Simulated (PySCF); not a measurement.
Electron correlation in Mn²⁺ (manganese, charge +2)

[Ar] 3d4 4s1, high-spin 6D determinant (an excited configuration). Computed with PySCF 2.14 in x2c-QZVPPall, with scalar relativity by spin-free X2C-1e. Frozen: [Ar]; 5 electrons correlated.

MP2 pair energies summed by pair of shells (mhartree):

| pair | energy | share (%) |
| --- | --- | --- |
| 3d-3d | -41.71 | 77.2 |
| 3d-4s | -12.34 | 22.8 |

Total MP2 correlation energy: -54.04 mhartree.

Same-spin part -54.04 and opposite-spin part 0.00 mhartree; SCS-MP2 scales them by 1/3 and 6/5 to -18.01 mhartree.
